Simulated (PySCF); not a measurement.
C₅H₄N, SMILES c1[c]ccnc1, multiplicity 2.

The structure is a stationary point at PBE-D3(BJ)/def2-SVP. The isomer is the one that the SMILES or the coordinates give; other isomers of the formula were not compared.

The numbers are results of PBE-D3(BJ)/def2-SVP (PySCF), not measurements.

No scaling factor is applied to the harmonic values.

```csv
mode,ν (cm⁻¹),IR (km/mol),moving atoms (share of kinetic energy)
1,358,0.0,"C 64 %, H 36 %"
2,433,14.4,"C 62 %, N 24 %, H 14 %"
3,596,0.9,"C 69 %, N 26 %"
4,621,0.0,C 89 %
5,692,3.1,"C 57 %, N 23 %, H 21 %"
6,739,35.4,"H 80 %, C 17 %"
7,794,0.0,"H 79 %, C 21 %"
8,927,0.0,"H 73 %, C 27 %"
9,930,55.9,"C 53 %, N 39 %"
10,944,0.0,"H 64 %, C 36 %"
11,1020,0.0,"C 72 %, H 21 %"
12,1041,0.0,"H 66 %, C 30 %"
13,1047,15.0,"H 57 %, C 43 %"
14,1190,3.7,"H 74 %, C 24 %"
15,1251,1.7,"H 62 %, C 37 %"
16,1314,2.0,"C 67 %, H 29 %"
17,1378,15.6,"N 38 %, C 33 %, H 29 %"
18,1424,9.2,"C 63 %, H 35 %"
19,1504,59.5,"C 81 %, H 12 %"
20,1607,20.3,"C 81 %, N 16 %"
21,3068,24.4,H 92 %
22,3071,4.8,"H 92 %, C 8 %"
23,3118,4.4,"H 92 %, C 8 %"
24,3119,0.0,"H 91 %, C 9 %"
```
